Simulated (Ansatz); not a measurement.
Reaction (SMILES): NC1CCCC1 + H+ → [NH3+]C1CCCC1
Geometries: B3LYP-D3(BJ)/def2-TZVP minima from Ansatz (a first-principles code), one conformer each, not searched for the lowest.
Geometry of the first species:
```
C
H 1 1.1028
N 1 1.4606 2 112.56
H 3 1.0139 1 110.66 2 59.10
H 3 1.0139 4 106.82 1 120.53
C 1 1.5293 2 108.16 3 124.89
H 6 1.0919 1 113.02 2 -49.23
H 6 1.0932 7 107.62 1 118.88
C 1 1.5293 2 108.16 3 -124.89
H 9 1.0919 1 113.02 2 49.23
H 9 1.0932 10 107.62 1 -118.88
C 9 1.5393 10 112.92 11 -122.82
H 12 1.0900 9 111.57 10 89.86
H 12 1.0912 13 106.67 9 120.92
C 6 1.5393 7 112.92 8 122.82
H 15 1.0900 6 111.57 7 -89.86
H 15 1.0912 16 106.67 6 -120.92
```

Quantity: proton affinity (electronic energy difference), positive where the reaction releases energy, in kcal/mol. Valence correlation only, unless marked. Spin-orbit coupling is left out. No relativistic terms. Basis-set limits of correlation are two-point, X^-3; Hartree-Fock from the larger set.

| level | program | proton affinity (kcal/mol) |
|---|---|---|
| SVWN5/def2-TZVPD | Ansatz | 223.0 |
| PBE-D4/def2-TZVPD | Ansatz + dftd4 | 228.4 |
| r2SCAN-D4/def2-TZVPD | Ansatz + dftd4 | 230.5 |
| PBE0/STO-3G | Ansatz | 277.0 |
| PBE0-D3(BJ)/def2-TZVP | Ansatz + dftd3 | [?] |
| CAM-B3LYP/def2-TZVPD | Ansatz | 228.5 |
| LC-wPBE/def2-TZVPD | Ansatz | 231.5 |
| wB97M-V/def2-TZVPD | Ansatz | 227.1 |
| B2GP-PLYP/def2-TZVPD | Ansatz | [?] |
| RPA@PBE/cc-pVQZ | Ansatz | [?] |
| SCS-MP2/6-31G | Ansatz | 239.1 |
| SCS-MP2/cc-pVQZ | Ansatz | 231.1 |
| CCSD/cc-pVDZ | Ansatz | [?] |
| CCSD(T)/CBS(cc-pVTZ,cc-pVQZ) | Ansatz | 230.0 |

Question: Fill in the missing entries.

Answer: 
- PBE0-D3(BJ)/def2-TZVP, proton affinity (kcal/mol): 232.0
- B2GP-PLYP/def2-TZVPD, proton affinity (kcal/mol): 229.2
- RPA@PBE/cc-pVQZ, proton affinity (kcal/mol): 233.1
- CCSD/cc-pVDZ, proton affinity (kcal/mol): 235.1
